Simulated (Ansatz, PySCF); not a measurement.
Reaction R1 → P1 + P2, each structure at its B3LYP-D3(BJ)/def2-TZVP stationary point, reached from a drawn start (curvature not checked).
R1: C2H4 (SMILES C=C), charge 0, multiplicity 1.
P1: C2H3 (SMILES [CH]=C), charge 0, multiplicity 2.
P2: H atom, charge 0, multiplicity 2.

```json
[
 {"level": "HF/cc-pVTZ", "reaction energy (kcal/mol)": "90.68", "cost": "-"},
 {"level": "SVWN5/def2-TZVPP", "reaction energy (kcal/mol)": "125.21", "cost": "×0.7"},
 {"level": "PBE/def2-TZVPP", "reaction energy (kcal/mol)": "113.71", "cost": "×1"},
 {"level": "r2SCAN/def2-TZVPP", "reaction energy (kcal/mol)": "112.41", "cost": "×2"},
 {"level": "B3LYP/def2-TZVPP", "reaction energy (kcal/mol)": "115.96", "cost": "×1"},
 {"level": "BHLYP/def2-TZVPP", "reaction energy (kcal/mol)": "115.35", "cost": "×1"},
 {"level": "M06-2X/def2-TZVPP", "reaction energy (kcal/mol)": "116.67", "cost": "-"},
 {"level": "CAM-B3LYP/def2-TZVPP", "reaction energy (kcal/mol)": "116.61", "cost": "×1"},
 {"level": "wB97X-V/def2-TZVPP", "reaction energy (kcal/mol)": "117.54", "cost": "×2"},
 {"level": "wB97M-V/def2-TZVPP", "reaction energy (kcal/mol)": "118.07", "cost": "×2"},
 {"level": "B2PLYP/def2-TZVPP", "reaction energy (kcal/mol)": "116.57", "cost": "×1"},
 {"level": "MP2/cc-pVTZ", "reaction energy (kcal/mol)": "121.93", "cost": "-"},
 {"level": "CCSD/cc-pVTZ", "reaction energy (kcal/mol)": "116.43", "cost": "-"},
 {"level": "CCSD(T)/CBS(cc-pVTZ, cc-pVQZ)", "reaction energy (kcal/mol)": "118.43", "cost": "×70*"}
]
```

P less R. No zero-point or thermal terms; singlets are restricted closed shells; open shells are unrestricted.

Cores are frozen in the correlated methods. CBS(a, b) extrapolates the correlation energy as X⁻³ and adds the Hartree–Fock energy of set b.

Doubts at one or more of the structures used: a spin-contaminated determinant (HF/cc-pVTZ, MP2/cc-pVTZ, CCSD/cc-pVTZ, CCSD(T)/CBS(cc-pVTZ, cc-pVQZ)).

Run with Ansatz (a quantum-chemistry and plane-wave program); PySCF for M06-2X. All values are computed, each at the level named.

Costs are rough ratios of core time to PBE/def2-TZVPP (about 4 s over the structures, on one shared machine); a dash marks a level with no comparable run of its own. A star marks coupled-cluster runs past 200 virtual orbitals, where the program's memory plan changes under this machine's limit, so their costs aren't comparable with smaller runs.
